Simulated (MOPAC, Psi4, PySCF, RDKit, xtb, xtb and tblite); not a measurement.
Two geometries of SMILES CC(C)(C)C[SiH2][SeH], singlet, relaxed at GFN2-xTB with one dihedral held; other torsions can differ between them too.

Structure A

```
21

C     -2.0673    -1.2820    -3.9854
C     -2.9896    -0.2171    -3.3944
C     -4.3581    -0.8236    -3.0887
C     -3.1646     0.9111    -4.4184
C     -2.3714     0.3852    -2.1231
Si    -1.9930    -0.6944    -0.5943
Se    -2.4998    -2.9365    -0.7303
H     -1.9675    -2.1305    -3.3099
H     -1.0764    -0.8728    -4.1720
H     -2.4689    -1.6514    -4.9264
H     -5.0122    -0.0860    -2.6279
H     -4.8293    -1.1763    -4.0035
H     -4.2667    -1.6726    -2.4125
H     -3.8204     1.6873    -4.0289
H     -2.2052     1.3635    -4.6614
H     -3.6016     0.5256    -5.3369
H     -3.0267     1.1888    -1.7797
H     -1.4316     0.8665    -2.4026
H     -2.7544    -0.2128     0.5622
H     -0.5583    -0.6585    -0.2956
H     -2.0265    -3.2436     0.5837
```

Structure B

```
21

C     -2.3454    -2.3746    -3.7329
C     -2.5620    -0.8682    -3.5943
C     -4.0287    -0.5912    -3.2678
C     -2.2071    -0.1941    -4.9249
C     -1.6446    -0.2962    -2.5020
Si    -2.0622    -0.6199    -0.6761
Se    -2.1015    -2.8626    -0.1771
H     -2.5897    -2.8932    -2.8056
H     -1.3098    -2.5950    -3.9838
H     -2.9812    -2.7801    -4.5170
H     -4.1855     0.4671    -3.0689
H     -4.6635    -0.8810    -4.1026
H     -4.3403    -1.1601    -2.3938
H     -2.3994     0.8760    -4.8775
H     -1.1558    -0.3433    -5.1627
H     -2.8018    -0.6117    -5.7344
H     -1.6203     0.7909    -2.6085
H     -0.6253    -0.6421    -2.6902
H     -3.3486    -0.0615    -0.2565
H     -0.9939    -0.0614     0.1568
H     -1.9437    -2.6848     1.2334
```

### Question
Which is lower in energy at the level Psi4 with PBE0-D3(BJ)/def2-SVP // GFN2-xTB, and by how much?

### Answer
B is lower, by 10.09 kJ/mol (dihedral C2–C5–Si6–Se7: 0° in A, 60° in B).

E(B) − E(A) in kJ/mol at the other levels, on the same two geometries: GFN2-xTB (xtb and tblite) -5.27; PBE0/def2-SVP // GFN2-xTB (Psi4) -10.34; PBE/def2-SVP // GFN2-xTB (Psi4) -9.68; PBE-D3(BJ)/def2-SVP // GFN2-xTB (Psi4) -9.45; UFF // GFN2-xTB (RDKit) -12.41; PM6, restricted, heats of formation // GFN2-xTB (MOPAC) -9.84; AM1, restricted, heats of formation // GFN2-xTB (MOPAC) -1.15; GFN1-xTB // GFN2-xTB (xtb) -8.38; restricted B3LYP/6-31G*, spherical d, density fitting // GFN2-xTB (PySCF) -10.44; restricted B3LYP/LANL2DZ, with its core potentials past Ne // GFN2-xTB (PySCF) -9.92; restricted Hartree-Fock/3-21G, density fitting // GFN2-xTB (PySCF) -11.44; restricted Hartree-Fock/6-31G*, spherical d, density fitting // GFN2-xTB (PySCF) -13.06.
